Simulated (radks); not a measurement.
Problem. These are the eigenvalues of the occupied orbitals of an atom or ion with whole-number occupations (hartree). Calculated with a radial shooting solver on a logarithmic mesh with Libxc functionals: non-relativistic Kohn-Sham, exchange-only PBE, spin-polarised, spherical densities, point nucleus.

| orbital | eigenvalue |
|---|---|
| 1s up | -398.2665 |
| 1s down | -398.2636 |
| 2s up | -50.33562 |
| 2s down | -50.33462 |
| 2p up | -44.95008 |
| 2p down | -44.94869 |
| 3s up | -7.17594 |
| 3s down | -7.17131 |
| 3p up | -5.39293 |
| 3p down | -5.38722 |
| 3d up | -2.29686 |
| 3d down | -2.28611 |
| 4s up | -1.46890 |

Which element is it, and in what charge state? The configuration may be excited. Open shells, if any, are filled with parallel spins first.

Solution. Z = 32, germanium, charge +3: Ge3+ in [Ar] 3d10 4s1. The list shows which subshells hold electrons but not how many an open one holds; the 1s level, -398.27 hartree, gives Z - s = 28.2 by -(Z - s)^2/2, which with screening narrows Z to a few neighbours, and the depths of the outer levels then fix element, charge and occupations together.
